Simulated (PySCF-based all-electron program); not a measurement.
The numbers below are computed, except where a source is named.
**HRuNO₃, singlet: all-electron forces**

Method: all-electron DFT (in-house code on PySCF), basis-limit composite values; Koelling–Harmon scalar relativity, no spin–orbit coupling, spin-restricted. Forces are good to about 0.026 eV/Å. Atoms are numbered as listed.

Shape A:

```xyz
6

Ru    0.0000    0.0000    0.0000
N     0.0000    0.0000    1.8018
H     0.0000    0.0000    2.8198
O     1.6081    0.0000   -0.5726
O    -0.8041    1.3926   -0.5726
O    -0.8041   -1.3926   -0.5726
```

PBE forces:

```tsv
atom	Fx	Fy	Fz (eV/Å)
Ru1	0.000	0.000	2.938
N2	0.000	0.000	-3.092
H3	0.000	0.000	-0.017
O4	-0.207	0.000	0.057
O5	0.104	-0.180	0.057
O6	0.104	0.180	0.057
```

Shape B:

```
atom    x (Å)    y (Å)    z (Å)
  Ru   0.0000   0.0000   0.0000
   N   0.0000   0.0000   1.5444
   H   0.0000   0.0000   2.5624
   O   1.6081   0.0000  -0.5726
   O  -0.8041   1.3926  -0.5726
   O  -0.8041  -1.3926  -0.5726
```

Against shape A, Ru1–N2 goes from 1.802 to 1.544 Å.

PBE forces:

| atom | Fx | Fy | Fz (eV/Å) |
| --- | --- | --- | --- |
| Ru1 | 0.000 | 0.000 | -11.792 |
| N2 | 0.000 | 0.000 | 11.633 |
| H3 | 0.000 | 0.000 | 0.080 |
| O4 | 0.292 | 0.000 | 0.026 |
| O5 | -0.146 | 0.253 | 0.026 |
| O6 | -0.146 | -0.253 | 0.026 |

(1) What forces does LDA give in shape B?

(2) What forces does PBEsol give in shape B?

Results:

(1) The forces move by 0.819 eV/Å (r.m.s. over the atoms) from PBE.

| atom | Fx | Fy | Fz (eV/Å) |
| --- | --- | --- | --- |
| Ru1 | 0.000 | 0.000 | -11.773 |
| N2 | 0.000 | 0.000 | 10.486 |
| H3 | 0.000 | 0.000 | 0.225 |
| O4 | -0.596 | 0.000 | 0.354 |
| O5 | 0.298 | -0.516 | 0.354 |
| O6 | 0.298 | 0.516 | 0.354 |

(2) The forces move by 0.450 eV/Å (r.m.s. over the atoms) from PBE.

```csv
atom,Fx,Fy,Fz (eV/Å)
Ru1,0.000,0.000,-11.813
N2,0.000,0.000,11.001
H3,0.000,0.000,0.193
O4,-0.193,0.000,0.206
O5,0.096,-0.167,0.206
O6,0.096,0.167,0.206
```
